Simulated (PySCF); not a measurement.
Se(I)(SH) (HISSe), SMILES S[Se]I. Atoms are numbered in the order given.

```xyz
4

Se    -0.7334    -0.1896     1.0069
I      1.1515     0.5380    -0.5599
S     -2.1557    -1.2252    -0.2718
H     -1.6050    -2.4629    -0.2102
```

Geometry optimised at PBE0-D3(BJ)/def2-SVP. The def2 effective core potentials stand for the cores of I; spin–orbit coupling is left out. Other conformers were not sampled.

All values below come from PySCF with PBE0-D3(BJ)/def2-SVP.

Frequencies are harmonic and unscaled.

```
mode  ν (cm⁻¹)  IR (km/mol)  Raman (Å⁴/amu)  depolarisation  moving atoms (share of kinetic energy)
----  --------  -----------  --------------  --------------  --------------------------------------
1          120          0.7            12.4            0.51                 S 59 %, I 21 %, Se 17 %
2          235          9.8            14.3            0.22                         Se 64 %, I 35 %
3          361         22.3             8.2            0.74                                  H 95 %
4          412         16.8             7.8            0.33                         S 72 %, Se 28 %
5          842          2.0            27.8            0.51                                  H 97 %
6         2666          0.5           190.3            0.27                                  H 97 %
```
